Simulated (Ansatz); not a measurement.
Reaction (formal exchange of groups at the Si–C bond): `C[SiH](O)Cl` + `Cl[SiH2]Cl` → `O[SiH](Cl)[SiH](Cl)Cl` + CH₄

Isolated molecules relaxed with PBE0-D4/def2-TZVP in Ansatz; ΔE leaves out vibrations. CCSD(T)/CBS is the MP2 limit (def2-TZVPP, def2-QZVPP) plus CCSD(T) − MP2 in def2-TZVPP, frozen cores. This one scheme is used for every species. DFT in def2-TZVPP. One conformer a species, not always the lowest.

`C[SiH](O)Cl`:

```xyz
9

C    -0.342    0.593    0.971
Si    0.545   -0.193   -0.452
O    -0.362   -0.279   -1.811
Cl    1.105   -2.092    0.138
H     0.314    0.656    1.843
H    -0.662    1.604    0.705
H    -1.224    0.013    1.255
H     1.768    0.537   -0.842
H    -1.141   -0.838   -1.807
```

`Cl[SiH2]Cl`:

Cartesian coordinates in Å:
```
Cl 0.735 -1.432 1.124
Si 0.054 0.130 0.002
Cl -1.519 -0.468 -1.152
H 1.143 0.578 -0.887
H -0.412 1.193 0.913
```

`O[SiH](Cl)[SiH](Cl)Cl`:

Z-matrix (Å, degrees):
```
Si
Cl 1 2.053
Si 1 2.346 2 105.7
O 1 1.635 2 112.0 3 -119.1
H 1 1.478 2 108.6 3 123.8
Cl 3 2.044 1 111.3 2 45.5
Cl 3 2.059 1 105.0 2 -73.4
H 3 1.481 1 115.7 2 168.7
H 4 0.960 1 117.7 2 64.9
```

CH₄:

Z-matrix (Å, degrees):
```
C
H 1 1.090
H 1 1.090 2 109.5
H 1 1.090 2 109.5 3 -120.0
H 1 1.090 2 109.5 3 120.0
```

CCSD(T)/CBS gives +0.13 eV.

Problem. Another level gave +0.02 eV. Which?
A. PBE0/def2-TZVPP
B. PBE/def2-TZVPP
C. MP2/def2-TZVPP
D. HF/def2-TZVPP

Solution. B. PBE 0.02, MP2/def2-TZVPP 0.18, PBE0 0.08, HF/def2-TZVPP 0.30 eV.

Largest T1 diagnostic among the species: 0.011.

From PBE to PBE0 (25 % exact exchange), in def2-TZVPP and without D4, ΔE moves by +0.07 eV. The D4 term adds −0.12 eV with B3LYP and −0.07 eV with PBE0; it sums over pairs of atoms, weighted by their polarisabilities, and B3LYP, whose exchange is more repulsive, gets the larger term.

B3LYP here is the variant with VWN-RPA as its local correlation; programs differ in this.
